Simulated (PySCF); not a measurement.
[PySCF 2.14: shieldings: GIAO PBE0/pcSseg-1; geometry from PBE0-D3(BJ)/def2-SVP; no solvent model; rapidly exchanging positions averaged; one computed conformer; non-relativistic Hamiltonian]

Scale: 1H and 13C vs TMS (reference shieldings calculated alike). Carbons bonded to boron are broad in practice. Shifts are as computed. Against solution values, carbons near 30 ppm lie about +2 ppm off and those near 130 ppm about +5 ppm. Of 1313 compounds with measured shifts, 239 miss one by over three times the rms of a fit or turn the order of signals round; such compounds aren't used in these exercises. OH and NH positions are gas-phase values without hydrogen bonding to other molecules.

Q: Order these molecules by the shift of their most shielded carbon-bound hydrogen, lowest δ first.
A. FC(F)(F)CN1BNBNB1
B. C=C/C=C\S(=O)(=O)C(F)(F)F
C. [BH3-][N+]#CCC(F)F
D. C[S+](C)[AlH2-][C](C)(C)C

A: D (0.90 ppm, hydrogen on a methyl carbon), C (2.84 ppm, hydrogen on an sp3 CH2 α to a nitrile), A (3.65 ppm, hydrogen on an sp3 CH2 bonded to N), B (5.99 ppm, hydrogen on an alkene CH).

Q: Order these molecules by the shift of their most deshielded carbon, lowest δ first.
A. C=C/C=C\S(=O)(=O)C(F)(F)F
B. [H]/N=C\CCB(F)F
C. [BH3-][N+]#CCC(F)F
D. FC(F)(F)CN1BNBNB1
E. C[S+](C)[AlH2-][C](C)(C)C

A: E (30.3 ppm, methyl carbon), C (113.9 ppm, sp3 CH bonded to 2 F), D (129.6 ppm, CF3 carbon), A (158.7 ppm, alkene CH), B (180.0 ppm, C=N carbon).

Q: How many 13C and 1H signals does each give (equivalence by symmetry and fast rotation, but not about amide C–N or C=N bonds)? `[H]/N=C\CCB(F)F`, `C=C/C=C\S(=O)(=O)C(F)(F)F`, `C[S+](C)[AlH2-][C](C)(C)C`, `[BH3-][N+]#CCC(F)F`, `FC(F)(F)CN1BNBNB1`

A: [H]/N=C\CCB(F)F: 3 C, 4 H; C=C/C=C\S(=O)(=O)C(F)(F)F: 5 C, 5 H; C[S+](C)[AlH2-][C](C)(C)C: 3 C, 3 H; [BH3-][N+]#CCC(F)F: 3 C, 3 H; FC(F)(F)CN1BNBNB1: 2 C, 4 H.
